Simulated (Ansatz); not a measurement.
Input for Ansatz (an electronic-structure program): U-CCSD(T)/def2-TZVPP on TcC, 2S+1 = 4, a spin state set in the input, which need not be the lowest, a point of a bond scan (R = 1.635 Å). Elements past Kr take the def2 small-core potentials; no spin–orbit coupling.

Ansatz 0.2 input:
```yaml
crystal:
  periodic: [false, false, false]
  atoms:
    - {symbol: Tc, position_ang: [0.00000000, 0.00000000, 0.00000000]}
    - {symbol: C, position_ang: [0.00000000, 0.00000000, 1.63526400]}
basis:
  gaussian:
    orbitals: def2-TZVPP
magnetization: {spin_polarized: true, initial_magnetization: 3}
correlation: {method: ccsd_t, electrons: valence}
output: {orbitals: {seedname: ./end}}
```

The log:

```
WARN ansatz: RAYON_NUM_THREADS=1 ignored (pool sized by the plan → 1); use --threads N
Functional definition: HF
integrals: 0.12 GiB planned
597 factors; integrals over basis functions are off by at most 8.9e-4 eV
mean field: 0.19 GiB planned
mean field evaluation 1: about -3204.0527 eV, gradient 1.9e1 eV
mean field evaluation 2: about -3204.2666 eV, gradient 1.9e1 eV
mean field evaluation 4: about -3205.8194 eV, gradient 7.0e0 eV
mean field evaluation 8: about -3206.2559 eV, gradient 1.9e0 eV
mean field evaluation 16: about -3207.2330 eV, gradient 1.9e-2 eV
mean field evaluation 32: about -3153.8085 eV, gradient 1.3e2 eV
mean field evaluation 64: about -3203.5778 eV, gradient 2.2e-1 eV
mean field evaluation 96: about -3178.8869 eV, gradient 1.5e2 eV
mean field evaluation 128: about -3203.5923 eV, gradient 4.2e-3 eV
mean field evaluation 160: about -3168.9475 eV, gradient 1.2e2 eV
mean field evaluation 192: about -3203.0456 eV, gradient 1.6e-2 eV
mean field evaluation 224: about -3207.0211 eV, gradient 8.2e-1 eV
mean field evaluation 256: about -3206.0222 eV, gradient 2.0e0 eV
mean field evaluation 288: about -3205.4259 eV, gradient 7.9e-5 eV
mean field evaluation 320: about -3200.4998 eV, gradient 2.1e1 eV
mean field evaluation 352: about -3200.4998 eV, gradient 2.1e1 eV
mean field evaluation 384: about -3203.5901 eV, gradient 2.8e-1 eV
mean field evaluation 416: about -3205.2123 eV, gradient 1.5e0 eV
mean field evaluation 448: about -3205.2082 eV, gradient 1.9e0 eV
mean field evaluation 480: about -3204.4845 eV, gradient 3.6e-2 eV
mean field evaluation 512: about -3203.5922 eV, gradient 4.9e-2 eV
mean field evaluation 544: about -3203.9509 eV, gradient 4.9e-3 eV
mean field evaluation 576: about -3203.4486 eV, gradient 8.1e-2 eV
mean field evaluation 608: about -3203.5831 eV, gradient 1.4e-1 eV
mean field evaluation 640: about -3203.0655 eV, gradient 6.9e-1 eV
mean field evaluation 672: about -3202.6963 eV, gradient 6.0e-1 eV
mean field evaluation 704: about -3203.4103 eV, gradient 8.6e-1 eV
mean field evaluation 736: about -3202.4897 eV, gradient 8.7e-1 eV
mean field evaluation 768: about -3203.0012 eV, gradient 3.7e-2 eV
mean field evaluation 800: about -3202.3127 eV, gradient 1.9e1 eV
mean field evaluation 832: about -3204.3800 eV, gradient 2.4e0 eV
mean field evaluation 864: about -3203.9773 eV, gradient 8.4e-1 eV
mean field evaluation 896: about -3203.5882 eV, gradient 2.5e-1 eV
mean field evaluation 928: about -3203.5913 eV, gradient 1.1e-1 eV
mean field evaluation 960: about -3203.7145 eV, gradient 9.3e-1 eV
mean field evaluation 992: about -3203.8501 eV, gradient 1.8e0 eV
mean field evaluation 1024: about -3203.8422 eV, gradient 1.7e0 eV
mean field evaluation 1056: about -3203.6628 eV, gradient 4.6e-1 eV
mean field evaluation 1088: about -3203.7213 eV, gradient 9.2e-1 eV
mean field evaluation 1120: about -3203.5417 eV, gradient 9.4e-1 eV
mean field evaluation 1152: about -3203.5445 eV, gradient 9.2e-1 eV
mean field evaluation 1184: about -3203.1734 eV, gradient 3.2e0 eV
mean field evaluation 1216: about -3199.3169 eV, gradient 2.0e1 eV
mean field evaluation 1248: about -3200.6473 eV, gradient 1.2e1 eV
mean field -3207.23293274 eV, -117.8636363377 hartree, gradient 2.0e-6 eV, S^2 4.874225; 24 other end points of the search recorded, 0 dependent functions left out
determinant -3207.23293274 eV, -117.8636363377 hartree, with singles and doubles -3224.29827753 eV, -118.4907761914 hartree
determinant -3205.42585978 eV, -117.7972276312 hartree, with singles and doubles -3222.24018174 eV, -118.4151425661 hartree
determinant -3204.48458452 eV, -117.7626364034 hartree, with singles and doubles -3221.71389236 eV, -118.3958017880 hartree
determinant -3203.95110698 eV, -117.7430314654 hartree, with singles and doubles -3221.26127109 eV, -118.3791682633 hartree
determinant -3203.94942997 eV, -117.7429698366 hartree, with singles and doubles -3221.26475569 eV, -118.3792963198 hartree
determinant -3203.93135825 eV, -117.7423057130 hartree, with singles and doubles -3221.74004877 eV, -118.3967630184 hartree
determinant -3203.59234319 eV, -117.7298471394 hartree, with singles and doubles -3220.82887224 eV, -118.3632778987 hartree
1 core orbitals not correlated
reference -3207.23293274 eV, -117.8636363377 hartree; 11, 8 occupied and 75, 78 virtual orbitals, 597 factors
second order -16.46657558 eV of doubles, -0.00000000 eV of singles
coupled cluster: 0.46 GiB planned
cycle   1  -17.07631420 eV  change   -1.1e-2 eV  update   4.7e-3
cycle   2  -17.08095858 eV  change   -4.6e-3 eV  update   3.4e-3
cycle   3  -17.08132444 eV  change   -3.7e-4 eV  update   1.4e-3
cycle   4  -17.08312888 eV  change   -1.8e-3 eV  update   8.2e-4
cycle   5  -17.08550471 eV  change   -2.4e-3 eV  update   3.8e-4
cycle   6  -17.08692371 eV  change   -1.4e-3 eV  update   1.9e-4
cycle   7  -17.08765763 eV  change   -7.3e-4 eV  update   1.1e-4
cycle   8  -17.08767385 eV  change   -1.6e-5 eV  update   4.2e-5
cycle   9  -17.08773049 eV  change   -5.7e-5 eV  update   1.9e-5
cycle  10  -17.08778067 eV  change   -5.0e-5 eV  update   7.6e-6
cycle  11  -17.08777415 eV  change    6.5e-6 eV  update   2.7e-6
coupled cluster: 0.47 GiB planned
perturbative correction -0.97850846 eV, -0.0359595227 hartree
Total energy: -3225.29921535 eV, -118.5275599777 hartree
```

The run converged. Its determinant has ⟨S²⟩ = 4.87, a mixture of spin states.

Cost: around 50 core-seconds (rough).
